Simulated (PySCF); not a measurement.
Species: C3H5ClOSi.
SMILES with atom numbers: `[OH:1][Si@H:2]1[CH2:3][CH:4]=[C:5]1[Cl:6]` (hydrogens: H7 on O1; H8 on Si2; H9, H10 on C3; H11 on C4)

Method: PySCF 2.14.0, PBE0-D3(BJ)/def2-SVP geometry optimisation, gas phase; density fitting, grid level 1; the optimiser is geomeTRIC in internal coordinates, started from a GFN2-xTB structure with every atom displaced at random (about 0.01 Å).

Step 0: E = -25616.3193 eV
```
atom  x, y, z in Å  |  force x, y, z in eV/Å
O1      2.2773    0.0890    0.5786    0.418   0.041   0.161
Si2     0.9954   -0.1781   -0.4147   -1.374   0.326   0.578
C3     -0.6068   -1.0322    0.2603    0.986  -0.156   1.374
C4     -1.3229    0.2460    0.0097   -2.204  -1.048   0.546
C5     -0.4384    1.0681   -0.5015    1.789   2.090  -1.095
Cl6    -0.7014    2.7071   -1.0119    0.039  -0.220   0.081
H7      2.1715    0.4999    1.4368   -0.129   0.069   0.144
H8      1.6674   -0.6517   -1.6114    0.070  -0.244  -0.648
H9     -0.5989   -1.2998    1.3447    0.124  -0.025  -0.386
H10    -0.9865   -1.8778   -0.2755   -0.440  -0.926  -0.604
H11    -2.4168    0.3965    0.1934    0.720   0.093  -0.150
```

Step 1: E = -25616.4474 eV
```
atom  x, y, z in Å  |  force x, y, z in eV/Å
O1      2.3329    0.0881    0.5973    0.009   0.078   0.196
Si2     0.9805   -0.1384   -0.3276   -0.454   0.066  -0.571
C3     -0.5648   -1.0456    0.3186   -0.272  -0.127   0.086
C4     -1.3038    0.2388    0.0143   -0.161   0.130  -0.504
C5     -0.4100    1.1192   -0.4889    0.301  -0.188   0.573
Cl6    -0.7080    2.6971   -1.0658   -0.030   0.171  -0.061
H7      2.2243    0.4531    1.4848   -0.004  -0.078  -0.202
H8      1.4435   -0.5890   -1.6675    0.239  -0.083   0.116
H9     -0.5931   -1.3437    1.3756    0.057   0.010   0.166
H10    -0.9670   -1.8967   -0.2683    0.260   0.079   0.059
H11    -2.3946    0.3839    0.0361    0.055  -0.057   0.143
```

Problem. Estimate the geometry and energy of step 2. (The exact step hangs on the optimiser's Hessian estimate; all steps are aligned on step 1, rigid shifts and turns removed.)

Solution. E = -25616.4946 eV, largest force 0.256 eV/Å
```
atom  x, y, z in Å  |  force x, y, z in eV/Å
O1      2.3168    0.0850    0.5734    0.101   0.015   0.058
Si2     0.9638   -0.1423   -0.3505   -0.176   0.018  -0.184
C3     -0.5717   -1.0415    0.3275   -0.150  -0.086  -0.057
C4     -1.3175    0.2313   -0.0237    0.016   0.077  -0.096
C5     -0.4065    1.1283   -0.4645    0.057  -0.092   0.191
Cl6    -0.6892    2.7285   -1.0041   -0.012   0.040  -0.024
H7      2.2035    0.4544    1.4541   -0.012   0.001  -0.013
H8      1.4712   -0.6199   -1.6644    0.058  -0.023   0.055
H9     -0.5918   -1.3107    1.3976    0.034   0.097  -0.016
H10    -0.9317   -1.9171   -0.2408    0.072  -0.028   0.027
H11    -2.4070    0.3707    0.0038    0.013  -0.018   0.060
```

The energy changes by -0.0472 eV. The first-order estimate −F·Δx gives -0.0766 eV and the mean of the old and new forces, exact on a quadratic surface, -0.0476 eV. The step makes an angle of 64° with the force vector and moves no atom by more than 0.072 Å.

What follows is the cost of the whole optimisation. Time: 42 s; peak memory 0.48 GiB. Hardware: one thread, Arm Neoverse V1 (aarch64), on a shared host.
